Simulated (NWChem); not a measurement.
System: SiH3TeOF; SMILES [SiH3]O[Te]F

The following NWChem deck was run.

```
start job
memory heap 200 mb stack 900 mb global 1100 mb
geometry units angstroms noautoz
  Te     0.086170    -0.819495     0.296666
  F     -1.748037    -1.019550    -0.378626
  O      0.519016     0.934083    -0.570592
  Si    -0.015754     2.393886     0.135670
  H     -1.513877     2.418593     0.249147
  H      0.457215     3.476461    -0.789190
  H      0.589454     2.580564     1.501199
end
basis spherical
  Te library def2-svp
  F library def2-svp
  O library def2-svp
  Si library def2-svp
  H library def2-svp
end
ecp
  Te library def2-ecp
end
dft
  xc hfexch
  iterations 150
  vectors input atomic output neutral.movecs
end
task dft energy
charge 1
dft
  odft
  mult 2
  vectors input atomic output cation.movecs
end
task dft energy
```

Geometry: optimised at PBE-D3(BJ)/def2-SVP. def2 effective core potentials on Te; no spin-orbit coupling.

Ions are spin-unrestricted doublets at the neutral geometry; other ion states weren't tried.

Question: Predict the main results of this run. (Hartree-Fock/def2-SVP with def2 effective core potentials on Te, vertical spin-unrestricted ions.) Quantities: vertical ionisation energy, ΔSCF (eV); −ε(HOMO) (eV).

Answer: 
```
Item                                   Value
-------------------------------------  -----
vertical ionisation energy, ΔSCF (eV)   8.41
−ε(HOMO) (eV)                           9.29
```
